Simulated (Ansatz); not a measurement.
C2H5B, SMILES `[H]/B=C/C` (charge 0, multiplicity 1).

Method: r2SCAN/cc-pVTZ // B3LYP-D3(BJ)/def2-TZVP (Ansatz, a first-principles code).

Ansatz 0.2 input:
```yaml
crystal:
  periodic: [false, false, false]
  atoms:
    - { symbol: B, position_ang: [1.58094, 0.273033, 0.298293] }
    - { symbol: C, position_ang: [0.352148, 0.310926, -0.319993] }
    - { symbol: C, position_ang: [-0.968005, -0.317368, 0.048355] }
    - { symbol: H, position_ang: [2.64288, 0.267461, 0.790192] }
    - { symbol: H, position_ang: [0.349531, 0.907415, -1.236544] }
    - { symbol: H, position_ang: [-1.73921, 0.443905, 0.193763] }
    - { symbol: H, position_ang: [-0.90003, -0.898633, 0.96797] }
    - { symbol: H, position_ang: [-1.318255, -0.986737, -0.742033] }
basis:
  gaussian: { orbitals: cc-pVTZ }
hamiltonian:
  xc: r2scan
```

Output:

```
Functional definition: r2SCAN
840 factors; their error is unknown
mean field evaluation 1: about -2818.4234 eV, gradient 6.5e1 eV
mean field evaluation 2: about -2785.8264 eV, gradient 1.2e2 eV
mean field evaluation 4: about -2828.4894 eV, gradient 1.0e1 eV
mean field evaluation 8: about -2828.8285 eV, gradient 2.5e-1 eV
mean field evaluation 16: about -2828.8092 eV, gradient 5.0e-5 eV
mean field -2828.80917988 eV, -103.9568199249 hartree, gradient 6.6e-6 eV, S^2 0.000000; 0 other end points of the search recorded, 0 dependent functions left out
reference -2828.80919094 eV, -103.9568203312 hartree; 11, 11 occupied and 149, 149 virtual orbitals, 840 factors
Total energy: -2828.80919094 eV, -103.9568203312 hartree
```
